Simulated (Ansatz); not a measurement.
Harmonic frequencies (cm⁻¹) at PBE0-D4/def2-TZVP from Ansatz: 139, 322, 368, 470, 500, 602, 640, 683, 875, 947, 954, 1016, 1112, 1387, 1436, 1703, 1962, 3040, 3097, 3127, 3192.

Problem. Which molecule is it?
A. `C#[C][AlH][CH3]`
B. `[CH3][Al]1[CH]=[CH]1`
C. `C[C]1=[CH][AlH]1`
D. `C=[C]1[CH2][AlH]1`

Solution. D.
